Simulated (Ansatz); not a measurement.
C2H5BGaN (`N#CC[BH][GaH2]`), 10 atoms. The species carries charge 0 and has multiplicity 1. Correlated methods include outer-core shells of Ga, which these sets cover unevenly. Scalar relativity is left out up to krypton. All runs use 4 threads of an AMD EPYC 9R45 on a shared host. Correlated methods freeze the cores.

How many basis functions does each run have, and how long does it take in Ansatz? RHF-MP2/def2-QZVPP energy; RKS PBE0-D4/def2-TZVP relaxation (15 steps); RKS ωB97M-V/def2-SVP energy; direct RPA on PBE orbitals/def2-TZVPP energy; RKS PBE0-D4/def2-QZVPP energy; RKS ωB97M-V/def2-TZVPP energy and forces; RHF-CCSD(T)/def2-SVP energy; RKS ωB97M-V/def2-QZVPP energy; RKS LC-ωPBE/def2-TZVPP energy; RKS BLYP-D4/def2-TZVPP energy; RKS PBE-QIDH (frozen core)/def2-TZVPP energy; RHF-CCSD(T)/def2-TZVPP energy. (Best estimate.)

The calculation gave: Other jobs shared the machine, so times are rough.

| level | job | functions | wall time | peak host memory (GiB) |
| --- | --- | --- | --- | --- |
| RKS BLYP-D4/def2-TZVPP | energy | 242 | 0.75 s | 0.31 |
| RKS LC-ωPBE/def2-TZVPP | energy | 242 | 1 s | 0.45 |
| RKS ωB97M-V/def2-SVP | energy | 113 | 1.6 s | 0.37 |
| direct RPA on PBE orbitals/def2-TZVPP | energy | 242 | 1.9 s | 0.63 |
| RKS PBE-QIDH (frozen core)/def2-TZVPP | energy | 242 | 2 s | 0.65 |
| RHF-CCSD(T)/def2-SVP | energy | 113 | 2.3 s | 0.59 |
| RKS PBE0-D4/def2-QZVPP | energy | 467 | 2.7 s | 1.7 |
| RKS ωB97M-V/def2-TZVPP | energy and forces | 242 | 3.5 s | 0.9 |
| RKS ωB97M-V/def2-QZVPP | energy | 467 | 6 s | 2.1 |
| RHF-MP2/def2-QZVPP | energy | 467 | 7.5 s | 2.9 |
| RKS PBE0-D4/def2-TZVP | relaxation (15 steps) | 202 | 20 s | 0.58 |
| RHF-CCSD(T)/def2-TZVPP | energy | 242 | 41 s | 4.8 |

LC-ωPBE has ω = 0.4 bohr⁻¹.
